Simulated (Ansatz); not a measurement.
Two isomers of C3H9BO: A = `[BH3-][O+]=C(C)C`, B = `CCCBO`.

Gas-phase electronic energies from Ansatz, PBE0-D4/def2-TZVP geometries. CCSD(T)/CBS is the MP2 limit (def2-TZVPP, def2-QZVPP) plus CCSD(T) − MP2 in def2-TZVPP, frozen cores. DFT in def2-TZVPP. B3LYP here is the variant with VWN-RPA as its local correlation; programs differ in this. One conformer a species, not always the lowest.

A:

Z-matrix (Å, degrees):
```
B
O 1 1.588
H 1 1.217 2 105.4
H 1 1.203 2 104.6 3 -120.8
H 1 1.217 2 105.4 3 118.3
C 2 1.233 1 124.1 3 -59.2
C 6 1.484 2 118.4 1 -180.0
C 6 1.477 2 121.3 1 0.0
H 7 1.094 6 109.4 2 -121.8
H 7 1.088 6 111.0 2 0.0
H 7 1.094 6 109.4 2 121.9
H 8 1.088 6 112.6 2 179.9
H 8 1.095 6 108.4 2 56.5
H 8 1.095 6 108.4 2 -56.6
```

B:

Z-matrix (Å, degrees):
```
C
C 1 1.520
H 1 1.093 2 110.9
H 1 1.093 2 110.9 3 -119.2
H 1 1.093 2 111.8 3 120.4
C 2 1.523 1 113.5 3 59.6
H 2 1.098 1 108.8 3 -62.8
H 2 1.098 1 108.8 3 -178.0
B 6 1.569 2 117.2 1 180.0
H 6 1.100 2 110.1 1 56.8
H 6 1.100 2 110.1 1 -56.8
O 9 1.354 6 123.2 2 -0.0
H 9 1.201 6 121.5 2 180.0
H 12 0.963 9 112.9 6 -0.0
```

Task: Which is lower in electronic energy at CCSD(T)/CBS, and by how much? (Best estimate.)

Result: Ansatz gave: B, by 207.9 kJ/mol.

Task: Give E(B) − E(A) in kJ/mol with MP2/def2-TZVPP, r2SCAN-D4, B2PLYP, CCSD/def2-TZVPP, B3LYP-D4, PBE-D4, ωB97M-V. (An estimate is asked.)

Result: The calculation gave: MP2/def2-TZVPP -210.7, r2SCAN-D4 -187.7, B2PLYP -196.9, CCSD/def2-TZVPP -207.6, B3LYP-D4 -188.3, PBE-D4 -180.0, ωB97M-V -198.0. None reverses the order clearly.

Largest T1 diagnostic: 0.015.

From PBE to PBE0 (25 % exact exchange), in def2-TZVPP and without D4, E(B) − E(A) moves by −16.6 kJ/mol.
